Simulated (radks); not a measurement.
Neutral iridium inside a hard spherical wall (all orbitals vanish at R), configuration held at [Xe] 4f14 5d7 6s2 and not refilled when levels cross. All-electron calculation, scalar-relativistic Kohn-Sham, r2SCAN, spin-polarised, spherical densities, finite nucleus; open shells are filled with parallel spins first (spin-orbit coupling, left out, can overturn this in heavy ions); meta-GGA in the generalised Kohn-Sham scheme; Fermi nuclear charge, rms radius 5.4032 fm. Program: a radial shooting solver on a logarithmic mesh with Libxc functionals. Eigenvalues in eV for spin up, with the zero of energy where the potential of the charges vanishes at infinity; a dash marks a level that is unbound or too diffuse for the functional's potential to be trusted. A positive occupied level is held by the wall or, in an anion where self-interaction has pushed it up, behind a barrier. The pressure on the wall is -dE/dV.

[
 {"R (bohr)": "free", "E (hartree)": "-17826.1453", "kinetic (hartree)": "19811.157", "e(4f)": "-63.070", "e(5p)": "-57.201", "e(5d)": "-8.413", "e(6s)": "-7.047", "e(6p, empty)": "-", "e(7s, empty)": "-", "pressure (GPa)": "0"},
 {"R (bohr)": "20", "E (hartree)": "-17826.1453", "kinetic (hartree)": "19811.157", "e(4f)": "-63.070", "e(5p)": "-57.201", "e(5d)": "-8.413", "e(6s)": "-7.047", "e(6p, empty)": "-1.027", "e(7s, empty)": "-", "pressure (GPa)": "< 0.0001"},
 {"R (bohr)": "15", "E (hartree)": "-17826.1453", "kinetic (hartree)": "19811.157", "e(4f)": "-63.070", "e(5p)": "-57.201", "e(5d)": "-8.413", "e(6s)": "-7.047", "e(6p, empty)": "-1.023", "e(7s, empty)": "0.703", "pressure (GPa)": "< 0.0001"},
 {"R (bohr)": "7", "E (hartree)": "-17826.1382", "kinetic (hartree)": "19811.220", "e(4f)": "-62.771", "e(5p)": "-56.903", "e(5d)": "-8.136", "e(6s)": "-6.784", "e(6p, empty)": "-0.214", "e(7s, empty)": "7.188", "pressure (GPa)": "0.444"},
 {"R (bohr)": "4", "E (hartree)": "-17825.6981", "kinetic (hartree)": "19813.485", "e(4f)": "-56.655", "e(5p)": "-51.272", "e(5d)": "-2.969", "e(6s)": "-0.026", "e(6p, empty)": "10.912", "e(7s, empty)": "45.568", "pressure (GPa)": "98.9"},
 {"R (bohr)": "2.5", "E (hartree)": "-17820.4902", "kinetic (hartree)": "19834.289", "e(4f)": "-29.524", "e(5p)": "-29.130", "e(5d)": "22.076", "e(6s)": "47.625", "e(6p, empty)": "74.114", "e(7s, empty)": "197.19", "pressure (GPa)": "4210"},
 {"R (bohr)": "1.5", "E (hartree)": "-17764.7981", "kinetic (hartree)": "20023.412", "e(4f)": "76.186", "e(5p)": "80.520", "e(5d)": "160.88", "e(6s)": "359.62", "e(6p, empty)": "425.99", "e(7s, empty)": "871.67", "pressure (GPa)": "185000"}
]
